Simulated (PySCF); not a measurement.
Gas-phase reaction: SbH₃ + CH₃C(CH₃)₂CH₃ = Sb(CH₃)₃ + 2 CH₃

Energies from PySCF, thermal terms from the rigid-rotor harmonic-oscillator model, ideal gas at 1 bar. † marks an energy on the PBE0/def2-TZVP geometry and frequencies. MP2 freezes the core. Open shells (unrestricted): CH₃ (multiplicity 2); the rest are closed-shell singlets. Sb: scalar-relativistic def2 core potential, no spin-orbit coupling. MP2 isn't extrapolated to the basis-set limit.

ωB97M-V/def2-TZVP† gives ΔH°(298 K) = 359 kJ.

Question: What do BLYP/def2-TZVP†, MP2/def2-SVP†, r2SCAN/def2-TZVP† give?

Answer: BLYP/def2-TZVP†: 304 kJ; MP2/def2-SVP†: 399 kJ; r2SCAN/def2-TZVP†: 313 kJ. For scale, ΔH°(298 K) is 359 kJ at this level, 364 kJ at ωB97X-V/def2-TZVP†, and runs from 222 to 573 kJ over the 16 levels computed.
